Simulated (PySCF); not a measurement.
## Telling isomers of C₇H₇BF₂ apart by NMR

Non-relativistic Hamiltonian, isolated molecule, rapidly exchanging positions averaged, a single conformation. σ from GIAO-PBE0/pcSseg-1; geometry: PBE0-D3(BJ)/def2-SVP; PySCF 2.14.0 with density-fitted response routines.

References, each an isolated molecule treated in the same way: TMS for ¹H and ¹³C. Splittings of carbon signals by F and P are missing where no couplings were computed. Where no couplings were computed, multiplicities follow the n + 1 count of equivalent neighbours, and m marks all less simple cases (inequivalent or close neighbours, rings, F or P nearby). Couplings to H on boron are left out. Carbons bonded to boron are broad in practice. Shifts are as computed. Against solution values, carbons near 30 ppm lie about +2 ppm off and those near 130 ppm about +5 ppm. Of 1211 compounds with measured shifts, 218 miss one by over three times the rms of a fit or turn the order of signals round; such compounds aren't used in these exercises.

(1) Tabulate the signals of `FC(F)C1=CC=CBC=C1`, `FC(F)C1=CBC=CC=C1` and their relative energies.

(2) What is the quickest way to tell FC(F)C1=CC=CBC=C1 from FC(F)C1=CBC=CC=C1?

Results:

(1) 
| SMILES | carbon types | δC | δH | E rel. (kcal/mol) |
| --- | --- | --- | --- | --- |
| FC(F)C1=CC=CBC=C1 | 1×C 6×CH | 167.9, 164.1, 155.0, 153.9, 149.7, 143.8, 120.9 | 8.78 (m, 1H), 8.67 (m, 1H), 8.41 (m, 1H), 8.27 (m, 1H), 8.00 (m, 1H), 6.53 (br, 1H), 6.49 (m, 1H) | 1.6 |
| FC(F)C1=CBC=CC=C1 | 1×C 6×CH | 163.8, 160.1, 159.3, 156.6, 144.6, 141.3, 122.8 | 8.63 (m, 1H), 8.34 (m, 1H), 8.23 (m, 1H), 8.06 (m, 1H), 7.80 (m, 1H), 6.54 (br, 1H), 6.45 (m, 1H) | 0.0 |

Energies are electronic energies at PBE0/pcSseg-1 on these geometries, without zero-point or thermal terms, each for the one conformer computed, which needn't be the lowest.

(2) Both give the same number of carbon signals, with the same numbers of each carbon type, so the positions decide. The first has a fully substituted alkene carbon (C) at 149.7 ppm, the second a fully substituted alkene carbon (C) at 160.1 ppm. Their most deshielded carbons lie at 167.9 and 163.8 ppm.
